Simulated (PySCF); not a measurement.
## Spin-orbit coupling and the fourth ionisation energy along group 15

Two-component X2C-1e calculated with PySCF 2.14: MP2 on generalised Hartree-Fock spinors (GMP2), with spin-orbit coupling off and on (screened by Boettger's factors); no Breit or QED terms. Values in eV; the references (NIST) lie between the lowest levels. Elements whose determinants are no pure J levels are left out.

| element | configurations | spin-free | with spin-orbit | shift | reference |
| --- | --- | --- | --- | --- | --- |
| N (x2c-QZVPPall-2c, 1s2 frozen) | [He] 2s2 → [He] 2s1 | 76.432 | 76.432 | 0.000 | 77.474 |
| P (x2c-QZVPPall-2c, [Ne] frozen) | [Ne] 3s2 → [Ne] 3s1 | 50.811 | 50.811 | 0.000 | 51.444 |
| Sb (x2c-QZVPPall-2c, [Ar] 3d10 frozen) | [Kr] 4d10 5s2 → [Kr] 4d10 5s1 | 43.782 | 43.784 | 0.002 | 43.804 ± 0.025 |
| Bi (x2c-TZVPPall-2c, [Kr] 4d10 4f14 frozen) | [Xe] 4f14 5d10 6s2 → [Xe] 4f14 5d10 6s1 | 44.758 | 44.790 | 0.033 | 45.37 ± 0.06 |

Estimate the missing row, As (x2c-QZVPPall-2c, [Ne] frozen).

The calculation gives spin-free 49.643; with spin-orbit 49.644; shift 0.000. The reference value is 50.15 ± 0.06.

What remains against the references is mostly the basis and correlation beyond MP2.
